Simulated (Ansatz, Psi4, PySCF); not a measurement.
C$_{4}$H$_{12}$O$_{3}$Si, triplet, at the geometry of the source list (a higher spin typed on purpose: for a closed-shell molecule this is an excited state) (in this run its highest filled SCF level lies above zero, so its values depend strongly on the basis, on diffuse functions most of all). Base run: MP2/STO-3G run with PySCF.

PySCF was given this input:
```python
from pyscf import gto, scf, mp

mol = gto.Mole()
mol.atom = '''
    C    -2.36020000   -1.27880000   -0.52230000
    O    -1.50130000   -0.18120000   -0.65810000
    Si   -0.00020000   -0.00160000   -0.06600000
    C     0.00500000    0.04540000    1.84420000
    O     0.60510000    1.36420000   -0.70190000
    C     0.08180000    2.66080000   -0.62600000
    O     0.89080000   -1.23220000   -0.63870000
    C     2.27380000   -1.42340000   -0.53130000
    H    -1.89410000   -2.17990000   -0.92450000
    H    -2.61030000   -1.44680000    0.52810000
    H    -3.27190000   -1.05500000   -1.07920000
    H    -0.66120000    0.81350000    2.22740000
    H     0.99650000    0.25380000    2.23670000
    H    -0.31710000   -0.90150000    2.26870000
    H    -0.92450000    2.69130000   -1.04710000
    H     0.74110000    3.31650000   -1.19770000
    H     0.04330000    3.00240000    0.41130000
    H     2.81060000   -0.58400000   -0.97650000
    H     2.52180000   -2.34380000   -1.06310000
    H     2.57090000   -1.51980000    0.51590000
'''
mol.basis = 'sto-3g'
mol.spin = 2
mol.verbose = 4
mol.build()

mf = scf.UHF(mol)
mf.kernel()

pt = mp.MP2(mf)
pt.kernel()
print('E(MP2) = %.10f' % pt.e_tot)
```

The same geometry, method and basis name were run in Ansatz (a quantum-chemistry and plane-wave program) and Psi4 and PySCF, at each program's defaults and at the settings that a row names. The base is PySCF at its defaults. Differences at the defaults can come from grids, fitting, cores and function types together. The rows with settings made alike still differ; the cause (another SCF solution, basis table, core potential or functional code) wasn't traced.

```csv
code and settings,ΔE vs base (mEh),basis functions,E (Eh),SCF cycles
"PySCF, defaults (exact integrals, spherical functions, all electrons correlated)",0.000,56,-663.77959,16
"Psi4, defaults (density fitting with its default set, spherical functions, all electrons correlated)",-0.882,56,-663.78047,22
"Ansatz, defaults (factorised integrals, spherical functions, frozen core)",-40.453,56,-663.82004,-
"PySCF, frozen core",5.567,56,-663.77402,16
"Psi4, exact integrals, spherical functions, frozen core",5.567,56,-663.77402,22
"Ansatz, high accuracy, frozen core",-40.493,56,-663.82008,-
```

Open shells are given as the SCF converged; they aren't shown to be the lowest states, and a large step between rows can be another state.
